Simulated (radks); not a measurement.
Q: Neutral titanium, configuration [Ar] 3d2 4s1 4d1 (not the ground configuration). Calculated with a radial shooting solver on a logarithmic mesh with Libxc functionals: scalar-relativistic Kohn-Sham, r2SCAN, spin-unpolarised, spherical densities, finite nucleus; meta-GGA in the generalised Kohn-Sham scheme; Fermi nuclear charge, rms radius 3.5921 fm. Some entries of the table are withheld. Estimate them.

orbital  occ.  eigenvalue (Ry)  <r> (bohr)
1s          2        -359.6700     0.06960
2s          2              (1)         (2)
2p          6        -33.34040      0.2896
3s          2         -5.08965         (3)
3p          6              (4)         (5)
3d          2         -0.59910         (6)
4s          1         -0.53514       3.295
4d          1         -0.04735       10.34

A: 
(1) 2s eigenvalue (Ry): -40.33505
(2) 2s <r> (bohr): 0.3240
(3) 3s <r> (bohr): 1.008
(4) 3p eigenvalue (Ry): -3.26481
(5) 3p <r> (bohr): 1.086
(6) 3d <r> (bohr): 1.530
